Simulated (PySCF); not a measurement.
This script is equivalent to a calculation on Sn (tin, neutral).

```python
from pyscf import gto, scf, dft, mp, cc
import basis_set_exchange as bse
mol = gto.M(atom="Sn 0 0 0", charge=0, spin=2, symmetry="D2h",
            basis=gto.basis.parse(bse.get_basis("x2c-SVPall", elements=["Sn"], fmt="nwchem", header=False)),
            nucmod="G")
mf = dft.UKS(mol, xc="B88,P86").sfx2c1e()
mf.irrep_nelec = {'Ag': (9, 9), 'B1g': (2, 2), 'B2g': (2, 2), 'B3g': (2, 2), 'B1u': (4, 3), 'B2u': (4, 3), 'B3u': (3, 3)}
mf.kernel()
```

Question: What total energy does it give?

Answer: -6176.50 hartree (calculated).

Question: Which occupied shell lies highest, and where?

Answer: 5p α, at -4.105 eV.

Question: What is ⟨S²⟩, and what would a pure spin state give?

Answer: 2.002, against 2.00.
